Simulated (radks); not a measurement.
Results of a calculation; reference values are marked as such.
Hg42+, 38 electrons, occupied as [Kr] 4d1.5 4f0.5 (fractional occupations, a model configuration). Code: a radial shooting solver on a logarithmic mesh with Libxc functionals. Model: Dirac Kohn-Sham, exchange-only B88, spin-unpolarised, spherical densities, finite nucleus; open shells fill j = l - 1/2 first; Fermi nuclear charge, rms radius 5.4648 fm.

Unscreened Slater integrals over Kohn-Sham orbitals (eV). Large and small components are both included. Empty in this configuration: 4d5/2.

integral          value
F0(4f5/2,4f5/2)  71.330
F2(4f5/2,4f5/2)  38.570
F4(4f5/2,4f5/2)  25.389
F0(4f5/2,4d3/2)  67.844
F2(4f5/2,4d3/2)  33.848
G1(4f5/2,4d3/2)  33.971
G3(4f5/2,4d3/2)  23.771
F0(4f5/2,4p3/2)  66.554
F2(4f5/2,4p3/2)  33.231
G2(4f5/2,4p3/2)  24.922
G4(4f5/2,4p3/2)  18.646
F0(4f5/2,4p1/2)  68.935
G2(4f5/2,4p1/2)  28.268
F0(4f5/2,4d5/2)  67.196
F2(4f5/2,4d5/2)  33.369
F4(4f5/2,4d5/2)  21.637
G1(4f5/2,4d5/2)  32.687
G3(4f5/2,4d5/2)  23.022
G5(4f5/2,4d5/2)  17.065
F0(4d3/2,4d3/2)  66.072
F2(4d3/2,4d3/2)  33.516
F0(4d3/2,4p3/2)  64.845
F2(4d3/2,4p3/2)  32.962
G1(4d3/2,4p3/2)  39.973
G3(4d3/2,4p3/2)  25.837
F0(4d3/2,4p1/2)  66.916
G1(4d3/2,4p1/2)  42.919
F0(4d3/2,4d5/2)  65.496
F2(4d3/2,4d5/2)  33.255
G2(4d3/2,4d5/2)  33.058
G4(4d3/2,4d5/2)  22.554
F0(4p3/2,4p3/2)  63.920
F2(4p3/2,4p3/2)  33.163
F0(4p3/2,4p1/2)  65.817
G2(4p3/2,4p1/2)  33.172
F0(4p3/2,4d5/2)  64.319
F2(4p3/2,4d5/2)  32.811
G1(4p3/2,4d5/2)  40.286
G3(4p3/2,4d5/2)  25.963
F0(4p1/2,4p1/2)  67.998
F0(4p1/2,4d5/2)  66.316
G3(4p1/2,4d5/2)  27.035
F0(4d5/2,4d5/2)  64.941
F2(4d5/2,4d5/2)  33.035
F4(4d5/2,4d5/2)  22.530
